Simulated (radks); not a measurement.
Results of a calculation; reference values are marked as such.
Problem. W9+, 65 electrons, occupied as [Kr] 4d10 4f14 5s2 5p3. Code: a radial shooting solver on a logarithmic mesh with Libxc functionals. Model: scalar-relativistic Kohn-Sham, PBE, spin-polarised, spherical densities, finite nucleus; open shells are filled with parallel spins first (spin-orbit coupling, left out, can overturn this in heavy ions); Fermi nuclear charge, rms radius 5.3658 fm. Some entries of the table are withheld. Estimate them.

| orbital | occ. | eigenvalue (eV) | <r> (bohr) | <r^2> (bohr^2) |
|---|---|---|---|---|
| 1s up | 1 | -69615.91 | 0.01835 | 0.0004631 |
| 1s down | 1 | -69615.54 | 0.01835 | 0.0004631 |
| 2s up | 1 | -12135.09 | 0.07757 | 0.007120 |
| 2s down | 1 | -12134.90 | 0.07757 | 0.007120 |
| 2p up | 3 | -10633.55 | 0.06943 | 0.005890 |
| 2p down | 3 | -10633.24 | 0.06943 | 0.005890 |
| 3s up | 1 | -2903.260 | 0.2010 | 0.04621 |
| 3s down | 1 | -2903.062 | 0.2010 | 0.04621 |
| 3p up | 3 | -2458.343 | 0.2013 | 0.04696 |
| 3p down | 3 | -2458.107 | 0.2013 | 0.04696 |
| 3d up | 5 | -1946.073 | 0.1823 | 0.03895 |
| 3d down | 5 | -1945.831 | 0.1823 | 0.03895 |
| 4s up | 1 | -710.7412 | 0.4496 | 0.2282 |
| 4s down | 1 | -710.3162 | 0.4495 | 0.2280 |
| 4p up | 3 | -564.7609 | 0.4779 | 0.2598 |
| 4p down | 3 | -564.2955 | 0.4776 | 0.2594 |
| 4d up | 5 | -379.4709 | 0.5108 | (1) |
| 4d down | 5 | -378.8568 | 0.5097 | (2) |
| 5s up | 1 | -214.2253 | 1.014 | 1.146 |
| 5s down | 1 | -210.1471 | 1.012 | 1.142 |
| 5p up | 3 | -174.1791 | 1.130 | 1.426 |
| 4f up | 7 | -173.3591 | 0.5881 | (3) |
| 4f down | 7 | -172.2181 | 0.5819 | (4) |
| 5p down | 0 | -169.8974 | 1.131 | 1.432 |

Solution. 
(1) 4d up <r^2> (bohr^2): 0.3021
(2) 4d down <r^2> (bohr^2): 0.3006
(3) 4f up <r^2> (bohr^2): 0.4237
(4) 4f down <r^2> (bohr^2): 0.4137
